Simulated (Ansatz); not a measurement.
The same path of CH5AlFN (9 atoms, charge 0, multiplicity 1) was run twice with different band settings. Lost on the way: F1–C2. Made: F1–Al4. The coordinate that changes most is the dihedral H6–C2–N3–H7.

Theory: RKS B3LYP-D4/def2-SVP (Ansatz).

Relaxed end points:

```xyz
9
Properties=species:S:1:pos:R:3
F 1.023 1.565 1.070
C -0.011 1.226 0.196
N 0.260 0.030 -0.517
Al -0.209 -1.638 -0.051
H -0.139 2.090 -0.482
H -0.923 1.105 0.806
H 0.932 0.175 -1.269
H 0.371 -2.817 -0.928
H -1.214 -1.783 1.159
```

```xyz
9
Properties=species:S:1:pos:R:3
F -1.055 0.054 -2.246
C 0.458 0.858 1.182
N 0.635 0.346 0.032
Al -0.671 -0.915 -0.914
H -0.467 0.619 1.724
H 1.190 1.529 1.653
H 1.512 0.607 -0.430
H 0.269 -2.157 -1.249
H -1.782 -0.987 0.232
```

Common settings: spring 5.0 eV/Å²; optimiser quadratic models (default); start path IDPP; force threshold 0.05 eV/Å; iteration limit 60; end points relaxed.

| run | movable images | climbing image |
| --- | --- | --- |
| 1 | 7 | yes |
| 2 | 2 | no |

Task: What does each run give, and how far can it be trusted?

Result: Run 1: converged after 19 iterations, highest image 0.268 eV above the first end. The profile has 2 maxima (images 2, 5) with wells between them (image 4): this band takes more than one step, which may be the mechanism or a detour left from its start path. A vibrational analysis at the climbing image gives one clearly imaginary mode, 214i cm⁻¹: a first-order saddle point.
Run 2: converged after 18 iterations, highest image 0.187 eV above the first end. The dihedral H6–C2–N3–H7 jumps by 114° between images 0 and 1, so the path isn't resolved there. Neighbouring images differ by up to 1.6 eV, so the band resolves the path poorly. No image climbed, so the highest image needn't sit at the top of the path. So few images can step over the top or miss a turn of the path.
The orbitals stay closed-shell, which can raise the energy where a bond breaks towards radicals; this wasn't checked here.
